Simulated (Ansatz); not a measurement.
```xyz
7

O    -0.052    0.139    1.351
Si    0.048    0.168   -0.265
O     0.045   -1.348   -0.814
F    -1.170    0.997   -0.848
Cl    1.721    1.086   -0.939
H    -0.154    0.964    1.827
H    -0.439   -2.006   -0.311
```

The species carries charge 0 and has multiplicity 1.

(1) List the PBE0/def2-TZVPP orbital energies in eV (Ansatz). (Estimate.)

Answers

(1) Ansatz gave: Occupied: -2767.59, -1805.13, -674.10, -523.45, -523.35, -259.46, -197.73, -197.60, -197.60, -147.14, -101.84, -101.83, -101.81, -33.59, -29.25, -28.67, -23.42, -16.86, -15.55, -14.64, -13.27, -12.92, -12.00, -11.23, -11.11, -10.62, -10.24, -9.56, -9.47. Lowest empty: 0.27, 1.13, 2.18, 2.61, 3.05, 3.57, 4.14, 5.13.
